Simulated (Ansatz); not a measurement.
```yaml
crystal:
  periodic: [false, false, false]
  atoms:
    - {symbol: C, position_ang: [-0.243293, 1.667365, -0.084050]}
    - {symbol: C, position_ang: [-0.685720, 0.183692, 0.226049]}
    - {symbol: Si, position_ang: [0.854272, -0.892268, -0.083031]}
    - {symbol: S, position_ang: [0.190910, -3.088321, 0.160687]}
    - {symbol: H, position_ang: [0.620424, 1.936727, 0.771811]}
    - {symbol: H, position_ang: [0.274738, 1.791826, -1.017488]}
    - {symbol: H, position_ang: [-0.994074, 2.481098, 0.201068]}
    - {symbol: H, position_ang: [-0.962967, 0.084891, 1.325064]}
    - {symbol: H, position_ang: [-1.377402, -0.002744, -0.403511]}
    - {symbol: H, position_ang: [1.099391, -0.928022, -1.536609]}
    - {symbol: H, position_ang: [1.880591, -0.652129, 0.750444]}
    - {symbol: H, position_ang: [-0.862737, -3.096100, -0.715412]}
basis:
  gaussian: {orbitals: aug-pcseg-2, final_grid: {core_spheres: 20, valence_spheres: 16, degree: 47}, point_charges: [{charge: 2.00, position_ang: [6.843, 0.795, -0.371]}]}
hamiltonian: {xc: {name: CAM-B3LYP}, dispersion: d4}
```

```sh
$ ansatz run in.yaml --threads 4 --pin off --events-out ev --progress --plain --max-ram 10444MiB
```

It prints (some lines left out):

```
Functional definition: CAM-B3LYP
1575 factors; their error is unknown
737 factors; integrals over basis functions are off by at most 3.6e-5 eV
mean field evaluation 1: about -20911.3616 eV, gradient 5.3e1 eV
mean field evaluation 2: about -20882.1575 eV, gradient 9.0e1 eV
mean field evaluation 4: about -20917.8661 eV, gradient 6.9e0 eV
mean field evaluation 8: about -20918.0110 eV, gradient 4.5e-1 eV
mean field evaluation 16: about -20918.0581 eV, gradient 5.2e-3 eV
mean field -20918.05804838 eV, -768.7244545089 hartree, gradient 1.2e-5 eV, S^2 0.000000; 2 other end points of the search recorded, 0 dependent functions left out
reference -20918.05823532 eV, -768.7244613790 hartree; 25, 25 occupied and 351, 351 virtual orbitals, 1575 factors
Total energy: -20918.27143757 eV, -768.7322964169 hartree
```

It took 31 s on 4 threads of an Intel Xeon Platinum 8259CL on a shared host, with 2.3 GiB of host memory at the peak.
